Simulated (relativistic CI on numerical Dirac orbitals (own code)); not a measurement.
**Inner-shell lines of Ru⁹⁺**

These numbers are calculated, not measured: Dirac-Coulomb-Breit CI, separate exchange-only KLI orbitals for each configuration, model QED (radiative potential, 1s self-energy scaled to tabulated hydrogen-like ionisation energies), valence Slater integrals scaled by 0.9 (own radial code, finite nucleus).

Configuration list (outside the closed core 1s2 2p6 3s2 3p6 3d10): 2s2 4s2 4p5, 2s 4s2 4p6, 2s 4s2 4p5 5p, 2s 4s 4p6 5p, 2s2 4s 4p6. Levels of other configurations are missing.

The table holds the strongest lines. The upper levels have an inner-shell vacancy. Auger decay, open to those above the ionisation limit, is not computed, and radiative decays to configurations outside the model are missing too. Absolute energies can be off by a few tenths of a per cent, so close lines can change order. LS names give the leading component, which can be well under half, for lower levels too. Brackets number the levels in order of energy.

```tsv
λ (Å)	Upper	Lower	A (s⁻¹)	gA (s⁻¹)
3.86836	2s 4s2 4p6 2S_1/2 [4]	2s2 4s2 4p5 2P°_1/2 [2]	6.34e+12	1.27e+13
3.86339	2s 4s2 4p6 2S_1/2 [4]	2s2 4s2 4p5 2P°_3/2 [1]	1.12e+13	2.25e+13
3.74775	2s 4s2 4p5 5p 2S_1/2 [6]	2s2 4s2 4p5 2P°_1/2 [2]	8.43e+10	1.69e+11
3.74579	2s 4s2 4p5 5p 2P_3/2 [11]	2s2 4s2 4p5 2P°_1/2 [2]	1.15e+10	4.58e+10
3.74566	2s 4s2 4p5 5p 2P_1/2 [12]	2s2 4s2 4p5 2P°_1/2 [2]	8.18e+09	1.64e+10
3.74486	2s 4s2 4p5 5p 2P_3/2 [14]	2s2 4s2 4p5 2P°_1/2 [2]	1.22e+10	4.90e+10
3.74365	2s 4s2 4p5 5p 4S_3/2 [5]	2s2 4s2 4p5 2P°_3/2 [1]	1.00e+11	4.01e+11
3.74341	2s 4s2 4p5 5p 4P_1/2 [15]	2s2 4s2 4p5 2P°_1/2 [2]	1.18e+11	2.37e+11
3.74309	2s 4s2 4p5 5p 2S_1/2 [6]	2s2 4s2 4p5 2P°_3/2 [1]	2.20e+12	4.41e+12
3.74271	2s 4s2 4p5 5p 4D_5/2 [7]	2s2 4s2 4p5 2P°_3/2 [1]	1.02e+12	6.13e+12
3.74235	2s 4s2 4p5 5p 2D_3/2 [8]	2s2 4s2 4p5 2P°_3/2 [1]	1.84e+11	7.37e+11
3.74228	2s 4s2 4p5 5p 4D_1/2 [16]	2s2 4s2 4p5 2P°_1/2 [2]	2.02e+11	4.04e+11
3.74217	2s 4s 4p6 5p 4P°_1/2 [23]	2s2 4s 4p6 2S_1/2 [3]	1.47e+11	2.95e+11
3.74212	2s 4s2 4p5 5p 2D_3/2 [17]	2s2 4s2 4p5 2P°_1/2 [2]	1.07e+12	4.28e+12
3.74197	2s 4s 4p6 5p 4P°_3/2 [24]	2s2 4s 4p6 2S_1/2 [3]	6.27e+11	2.51e+12
3.74118	2s 4s2 4p5 5p 2D_5/2 [10]	2s2 4s2 4p5 2P°_3/2 [1]	2.13e+12	1.28e+13
3.74113	2s 4s2 4p5 5p 2P_3/2 [11]	2s2 4s2 4p5 2P°_3/2 [1]	1.36e+12	5.45e+12
3.741	2s 4s2 4p5 5p 2P_1/2 [12]	2s2 4s2 4p5 2P°_3/2 [1]	2.83e+11	5.66e+11
3.74068	2s 4s2 4p5 5p 4P_3/2 [18]	2s2 4s2 4p5 2P°_1/2 [2]	4.69e+11	1.88e+12
3.74053	2s 4s2 4p5 5p 4P_5/2 [13]	2s2 4s2 4p5 2P°_3/2 [1]	3.30e+10	1.98e+11
3.74044	2s 4s2 4p5 5p 2P_1/2 [20]	2s2 4s2 4p5 2P°_1/2 [2]	2.11e+12	4.22e+12
3.74037	2s 4s2 4p5 5p 2D_3/2 [21]	2s2 4s2 4p5 2P°_1/2 [2]	1.63e+12	6.52e+12
3.74021	2s 4s2 4p5 5p 2P_3/2 [14]	2s2 4s2 4p5 2P°_3/2 [1]	1.54e+12	6.16e+12
3.74017	2s 4s 4p6 5p 2P°_3/2 [26]	2s2 4s 4p6 2S_1/2 [3]	2.10e+12	8.41e+12
3.74013	2s 4s 4p6 5p 2P°_1/2 [27]	2s2 4s 4p6 2S_1/2 [3]	3.03e+12	6.05e+12
3.73941	2s 4s 4p6 5p 2P°_1/2 [28]	2s2 4s 4p6 2S_1/2 [3]	2.87e+09	5.75e+09
3.73926	2s 4s2 4p5 5p 2S_1/2 [22]	2s2 4s2 4p5 2P°_1/2 [2]	7.42e+11	1.48e+12
3.73876	2s 4s2 4p5 5p 4P_1/2 [15]	2s2 4s2 4p5 2P°_3/2 [1]	5.65e+11	1.13e+12
3.73808	2s 4s 4p6 5p 2P°_3/2 [29]	2s2 4s 4p6 2S_1/2 [3]	4.30e+11	1.72e+12
3.73763	2s 4s2 4p5 5p 4D_1/2 [16]	2s2 4s2 4p5 2P°_3/2 [1]	4.13e+09	8.25e+09
3.73747	2s 4s2 4p5 5p 2D_3/2 [17]	2s2 4s2 4p5 2P°_3/2 [1]	4.48e+09	1.79e+10
3.73603	2s 4s2 4p5 5p 4P_3/2 [18]	2s2 4s2 4p5 2P°_3/2 [1]	1.79e+09	7.17e+09
3.73579	2s 4s2 4p5 5p 2P_1/2 [20]	2s2 4s2 4p5 2P°_3/2 [1]	9.80e+10	1.96e+11
3.73572	2s 4s2 4p5 5p 2D_3/2 [21]	2s2 4s2 4p5 2P°_3/2 [1]	1.94e+10	7.75e+10
3.73462	2s 4s2 4p5 5p 2S_1/2 [22]	2s2 4s2 4p5 2P°_3/2 [1]	1.40e+11	2.79e+11
```
